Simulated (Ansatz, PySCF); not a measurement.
Spectroscopic constants of BS-, closed-shell singlet (lowest of 2S+1 = 1, 3, 5 at CCSD(T)/def2-TZVPP on PBE0 minima; our sources give no spin for the ground state, which may be another).

Constants: fifth-degree fit in 1/R to seven points, most abundant isotopes. In def2 and cc sets the state is the lowest found near the PBE0 minimum, followed along R. The singlet is held restricted. HF and MP2 rows in def2 and cc sets belong to the determinant that coupled cluster picked by its CCSD energy.

Cores are frozen in the correlated methods. CBS(a, b) extrapolates the correlation energy as X⁻³ and adds the Hartree–Fock energy of set b. Rows in 6-31G* carry no dispersion term and start afresh at each structure (6-31G* with six Cartesian d functions). MP2/6-31G* freezes PySCF's default core.

The values were computed with Ansatz (Gaussian orbitals); PySCF for 6-31G* rows. 

```json
[
 {"level": "HF/def2-TZVPP", "r_e (Å)": "1.683", "ω_e (cm⁻¹)": "1042", "ω_e x_e (cm⁻¹)": "4.9"},
 {"level": "SVWN5/def2-TZVPP", "r_e (Å)": "1.681", "ω_e (cm⁻¹)": "1002", "ω_e x_e (cm⁻¹)": "5.4"},
 {"level": "PBE/def2-TZVPP", "r_e (Å)": "1.698", "ω_e (cm⁻¹)": "974", "ω_e x_e (cm⁻¹)": "5.4"},
 {"level": "wB97X-V/def2-TZVPP", "r_e (Å)": "1.680", "ω_e (cm⁻¹)": "[?]", "ω_e x_e (cm⁻¹)": "4.9"},
 {"level": "MP2/6-31G*", "r_e (Å)": "1.702", "ω_e (cm⁻¹)": "1019", "ω_e x_e (cm⁻¹)": "5.0"},
 {"level": "CCSD/aug-cc-pV(T+d)Z", "r_e (Å)": "1.692", "ω_e (cm⁻¹)": "1001", "ω_e x_e (cm⁻¹)": "5.2"},
 {"level": "CCSD/def2-TZVPP", "r_e (Å)": "1.689", "ω_e (cm⁻¹)": "1018", "ω_e x_e (cm⁻¹)": "5.2"},
 {"level": "CCSD(T)/CBS(aug-cc-pV(Q+d)Z, aug-cc-pV(5+d)Z)", "r_e (Å)": "[?]", "ω_e (cm⁻¹)": "[?]", "ω_e x_e (cm⁻¹)": "5.3"}
]
```

Q: Complete the blanks.

A: 
- CCSD(T)/CBS(aug-cc-pV(Q+d)Z, aug-cc-pV(5+d)Z), r_e (Å): 1.690
- CCSD(T)/CBS(aug-cc-pV(Q+d)Z, aug-cc-pV(5+d)Z), ω_e (cm⁻¹): 991
- wB97X-V/def2-TZVPP, ω_e (cm⁻¹): 1036

Ansatz is a quantum-chemistry and plane-wave program.
